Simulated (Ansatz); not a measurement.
Cartesian coordinates in Å:
```
S -2.232 0.626 -0.608
B -0.621 0.047 -0.272
C 0.278 -1.122 0.124
C 0.850 0.296 0.064
Cl 1.274 1.116 1.563
H -1.950 1.942 -0.669
H 0.124 -1.563 1.105
H 0.687 -1.821 -0.600
H 1.589 0.480 -0.708
```

Total charge 0; spin multiplicity 1.

(1) List the PBE0/def2-TZVPP orbital energies in eV (the Gaussian-basis code of Ansatz). (Best estimate.)

## Answers

(1) Computed: Occupied: -2767.29, -2423.10, -279.61, -278.32, -259.10, -218.46, -197.44, -197.21, -197.20, -185.46, -162.29, -162.19, -162.15, -24.28, -21.80, -21.19, -16.69, -14.32, -13.25, -12.93, -11.15, -10.89, -9.98, -9.16, -8.62, -7.99, -7.25. Lowest empty: -1.40, 0.27, 0.91, 1.64, 1.89, 2.11, 2.83, 3.20.
